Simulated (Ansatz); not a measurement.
Zn₂Br₃. Total charge 0; doublet. Geometry PBE-D4/def2-SVP.

```tsv
atom	x (Å)	y (Å)	z (Å)
Zn1	0.774	-0.274	-2.320
Zn2	-0.257	0.085	0.775
Br3	-0.128	1.734	-1.016
Br4	0.613	-1.895	-0.338
Br5	-1.002	0.350	2.899
```

At HF/STO-3G the charge 0 doublet is spin-contaminated (final ⟨S²⟩ up to 3.70, 0.75 for a pure state). The structure comes from a short search, and lower isomers may exist.

**Question.** Estimate the α-spin orbital energies around the gap (eV) in Ansatz with HF/STO-3G, LDA (SPW92)/def2-TZVP, PBE-D4/def2-TZVP, PBE0-D4/def2-SVP, PBE0-D4/def2-TZVP.

**Answer.** 
```
orbital  HF/STO-3G  LDA (SPW92)/def2-TZVP  PBE-D4/def2-TZVP  PBE0-D4/def2-SVP  PBE0-D4/def2-TZVP
 HOMO−5     -10.31                  -8.29             -8.06             -9.11              -9.25
 HOMO−4     -10.16                  -8.17             -7.99             -9.04              -9.24
 HOMO−3      -9.72                  -7.95             -7.77             -8.90              -9.07
 HOMO−2      -8.39                  -7.06             -6.87             -7.80              -8.09
 HOMO−1      -8.38                  -6.93             -6.73             -7.67              -7.97
   HOMO      -7.13                  -5.61             -5.45             -6.13              -6.35
   LUMO       4.33                  -2.63             -2.30             -1.11              -1.40
 LUMO+1       4.87                  -2.18             -2.01              0.00              -1.37
 LUMO+2       5.55                  -1.48             -1.19              0.79              -0.45
 LUMO+3       6.31                  -1.13             -0.93              0.87              -0.29
 LUMO+4       6.37                  -0.85             -0.66              1.58               0.01
 LUMO+5       8.23                   0.73              0.97              1.95               1.72
 β HOMO      -4.83                  -6.92             -6.73             -7.67              -7.96
 β LUMO       5.61                  -4.88             -4.51             -3.37              -3.57
```
